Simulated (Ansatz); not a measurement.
`N[SiH](O)F` and `N[SiH](O)[SnH3]` differ in one atom or group.

Ansatz, PBE0-D4/def2-TZVP geometries, multiplicity 1. Each molecule was computed in one conformer, which needn't be the lowest.

Elements past krypton have def2 core potentials.

```
                                          property  `N[SiH](O)F`
             HOMO energy (ωB97M-V/def2-TZVPP) / eV        -10.35
    size of the dipole moment (PBE/def2-TZVPP) / D          2.51
               HOMO–LUMO gap (PBE/def2-TZVPP) / eV          6.38
size of the dipole moment (ωB97M-V/def2-TZVPP) / D          2.55
             LUMO energy (ωB97M-V/def2-TZVPP) / eV          2.19
                LUMO energy (PBE0/def2-TZVPP) / eV          0.78
```

Task: What does the change do to each property? (Estimate.)

Result: Ansatz gave: 
```tsv
property	`N[SiH](O)[SnH3]`	shift
HOMO energy (ωB97M-V/def2-TZVPP) / eV	-9.35	1.00
size of the dipole moment (PBE/def2-TZVPP) / D	1.12	-1.39
HOMO–LUMO gap (PBE/def2-TZVPP) / eV	5.33	-1.05
size of the dipole moment (ωB97M-V/def2-TZVPP) / D	1.02	-1.53
LUMO energy (ωB97M-V/def2-TZVPP) / eV	1.51	-0.68
LUMO energy (PBE0/def2-TZVPP) / eV	-0.04	-0.82
```

With PBE0 the HOMO rises by 0.65 eV and the LUMO falls by 0.82 eV, so the gap narrows by about 1.47 eV. PBE moves the HOMO by 0.33 eV and ωB97M-V by 1.00 eV. Dipoles are sizes alone; their direction can turn.
